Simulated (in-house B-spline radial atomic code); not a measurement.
Configurations of Gd⁷⁺, with energies counted from [Kr] 4d10 4f6 5s2 5p3. Computed with an all-electron radial atomic-structure program (B-spline basis): scalar-relativistic (X2C) TPSS, spin-polarised, spherical fractional occupations, Fermi nucleus of rms radius 5.1569 fm. Shells without spins written out take the highest spin.

Occupations are held fixed; configurations that lie above the ionisation limit could autoionise.

```json
{"configuration": "[Kr] 4d10 4f(2 up, 4 down) 5s2 5p(2 up, 1 down)", "E - E(ref) (eV)": "14.799", "highest orbital": "4f up", "its <r> (bohr)": "0.77"}
{"configuration": "[Kr] 4d10 4f5 5s2 5p3 5d1", "E - E(ref) (eV)": "30.444", "highest orbital": "5d up", "its <r> (bohr)": "1.617"}
{"configuration": "[Kr] 4d10 4f(6 up, 0 down) 5s2 5p(1 up, 1 down) 6p(0 up, 1 down)", "E - E(ref) (eV)": "66.655", "highest orbital": "6p down", "its <r> (bohr)": "2.67"}
{"configuration": "[Kr] 4d10 4f6 5s2 5p2 5f1", "E - E(ref) (eV)": "69.073", "highest orbital": "5f up", "its <r> (bohr)": "2.284"}
{"configuration": "[Kr] 4d10 4f6 5s2 5p2 6f1", "E - E(ref) (eV)": "87.981", "highest orbital": "6f up", "its <r> (bohr)": "4.023"}
{"configuration": "[Kr] 4d9 4f6 5s2 5p4", "E - E(ref) (eV)": "135.98", "highest orbital": "5p down", "its <r> (bohr)": "1.373"}
{"configuration": "[Kr] 4d9 4f6 5s2 5p3 5f1", "E - E(ref) (eV)": "200.36", "highest orbital": "5f up", "its <r> (bohr)": "2.223"}
{"configuration": "[Kr] 4d(5 up, 4 down) 4f(0 up, 6 down) 5s2 5p(1 up, 2 down) 5f(0 up, 1 down)", "E - E(ref) (eV)": "213.13", "highest orbital": "5f down", "its <r> (bohr)": "2.241"}
```

(1) Order these further configurations by energy, lowest first.
A. [Kr] 4d10 4f6 5s2 5p2 6p1
B. [Kr] 4d10 4f6 5s2 5p2 6s1
C. [Kr] 4d9 4f6 5s2 5p3 6f1
D. [Kr] 4d(5 up, 4 down) 4f(6 up, 0 down) 5s2 5p(3 up, 0 down) 5d(0 up, 1 down)
E. [Kr] 4d9 4f6 5s2 5p3 6s1

(2) How far above the reference does [Kr] 4d10 4f(4 up, 3 down) 5s2 5p(0 up, 2 down) lie?

(3) How far above the reference does [Kr] 4d10 4f5 5s2 5p3 5f1 lie?

(4) How far above the reference does [Kr] 4d10 4f(1 up, 5 down) 5s2 5p(0 up, 3 down) lie?

## Answers

(1) B (52.136 eV), A (61.493 eV), D (171.13 eV), E (183.7 eV), C (219.97 eV).

(2) 24.27 eV; its least bound orbital is 4f down with <r> = 0.7951 bohr.

(3) 64.729 eV; its least bound orbital is 5f up with <r> = 2.231 bohr.

(4) 6.1223 eV; its least bound orbital is 4f up with <r> = 0.7624 bohr.
